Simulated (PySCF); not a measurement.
TeH from Hartree–Fock to correlated methods

State: ²Π (doublet), unpaired electrons π ↑. Set-up: Te cc-pVTZ-PP with ECP28, H cc-pVTZ; scalar-relativistic core potentials (PySCF 2.14). De refers to Te + H in their high-spin ground configurations, without counterpoise correction. The functionals are run spin-unrestricted. A positive dipole means Te(−)H(+).

```tsv
Level	Re (Å)	ωe (cm⁻¹)	De (eV)	μ (D)
UHF	1.650	2253	1.87	0.24
UHF-MP2	1.646	2230	2.78	n/a
UHF-SCS-MP2	1.650	2210	2.86	n/a
UHF-CCSD	1.655	2167	2.88	n/a
UHF-CCSD(T)	1.658	2149	2.92	n/a
PBE	1.678	2066	2.98	0.12
r²SCAN	1.663	2133	2.95	0.18
M06-L	1.668	2136	3.03	0.10
PBE0	1.662	2150	2.91	0.17
M06	1.672	2128	3.06	0.05
M06-2X	1.658	2169	2.64	0.17
ωB97X	1.657	2191	3.04	0.17
```

The bond length runs from 1.646 Å (UHF-MP2) to 1.678 Å (PBE). De spans 1.87 eV (UHF, mean field) to 3.06 eV (M06, hybrid meta-GGA). Correlation at CCSD(T) changes the Hartree–Fock bond energy by +1.05 eV; the triples alone change it by +0.04 eV.

Correlated steps freeze 4 core orbitals. Spin–orbit coupling is left out, which matters for elements this heavy, above all for dissociation energies. The state was picked by a PBE0 search and need not be the measured ground state.

The whole job (state search and all levels along the bond) took about 3 min on 1 thread of Arm Neoverse V1 (shared host), peak memory 0.64 GiB.
